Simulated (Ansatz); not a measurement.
CH5ClGeOS, SMILES `O[CH](Cl)[GeH2][SH]`. The species carries charge 0 and has multiplicity 1. The structure was optimised at the PBE0-D4/def2-TZVP level. It is one conformer, not always the lowest.

```xyz
10

O     1.046    0.825   -0.950
C     0.711   -0.433   -0.504
Cl    0.500   -1.607   -1.876
Ge   -1.021   -0.325    0.448
S    -0.783    1.036    2.185
H     1.935    0.815   -1.321
H     1.487   -0.886    0.118
H    -1.380   -1.697    1.026
H    -2.070    0.192   -0.544
H    -0.423    2.079    1.418
```

(1) What is the dipole moment at B3LYP/def2-TZVPP? (An estimate is asked.)

(2) And with PBE, r2SCAN, ωB97M-V? (Estimate.)

(3) Give the Mulliken charges with B3LYP, r2SCAN, PBE in def2-TZVPP. (An estimate is asked.)

Results:

(1) Ansatz gave: 1.53 D, with components (1.49, 0.32, -0.17) D in this frame, pointing from negative to positive charge.

(2) Computed: PBE 1.59 D, r2SCAN 1.60 D, ωB97M-V 1.50 D.

(3) Computed: 
```json
{"atom": "O1", "B3LYP": "-0.30", "r2SCAN": "-0.31", "PBE": "-0.26"}
{"atom": "C2", "B3LYP": "0.04", "r2SCAN": "0.10", "PBE": "0.01"}
{"atom": "Cl3", "B3LYP": "-0.18", "r2SCAN": "-0.19", "PBE": "-0.17"}
{"atom": "Ge4", "B3LYP": "0.27", "r2SCAN": "0.27", "PBE": "0.25"}
{"atom": "S5", "B3LYP": "-0.32", "r2SCAN": "-0.33", "PBE": "-0.32"}
{"atom": "H6", "B3LYP": "0.19", "r2SCAN": "0.21", "PBE": "0.19"}
{"atom": "H7", "B3LYP": "0.14", "r2SCAN": "0.11", "PBE": "0.14"}
{"atom": "H8", "B3LYP": "0.02", "r2SCAN": "0.02", "PBE": "0.02"}
{"atom": "H9", "B3LYP": "0.02", "r2SCAN": "0.02", "PBE": "0.01"}
{"atom": "H10", "B3LYP": "0.12", "r2SCAN": "0.12", "PBE": "0.13"}
```

B3LYP here is the variant with VWN-RPA as its local correlation; programs differ in this.
